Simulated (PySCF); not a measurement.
# Electron correlation in Br (bromine, neutral)

[Ar] 3d10 4s2 4p5, 2P determinant. All numbers are calculated (PySCF 2.14, the non-relativistic Hamiltonian (point nucleus), in 6-31G*). Frozen: [Ar] 3d10; 7 electrons correlated.

MP2 pair energies summed by pair of shells (mhartree):

```json
{"pair": "4p-4p", "energy": "-59.98", "share (%)": "66.3"}
{"pair": "4s-4p", "energy": "-25.00", "share (%)": "27.7"}
{"pair": "4s-4s", "energy": "-5.43", "share (%)": "6.0"}
```

Total MP2 correlation energy: -90.42 mhartree.

Same-spin part -22.86 and opposite-spin part -67.55 mhartree; SCS-MP2 scales them by 1/3 and 6/5 to -88.69 mhartree.

```json
{"level": "CCSD", "correlation energy (mhartree)": "-104.72"}
{"level": "(T)", "correlation energy (mhartree)": "-1.26"}
{"level": "CCSD(T)", "correlation energy (mhartree)": "-105.98"}
```

Diagnostics: T1 = 0.0048, D1 = 0.0170, largest double amplitude 0.049.

Cost of the coupled-cluster step: 0.21 s of wall time on 1 thread of Neoverse-N1 (shared host), for 7 correlated electrons.
